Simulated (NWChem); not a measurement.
Species: C₅H₅FSi; SMILES C#CC([SiH3])=C=CF

All runs: NWChem. Medium grid unless said otherwise, to which SCAN and Minnesota functionals are sensitive. Structure relaxed at the B3LYP/6-31G* (spherical d) level.

For level PBE/def2-SVP:

```
Quantity                     Result
---------------------------  ------
highest occupied level (eV)   -6.18
orbital gap (eV)               3.69
dipole (D)                     1.30
```

Question: What are these values for level M06-2X/def2-SVP?

Answer: The highest occupied level (eV) comes out as -8.69 and the orbital gap (eV) is 7.91. The dipole (D) comes out as 1.60.
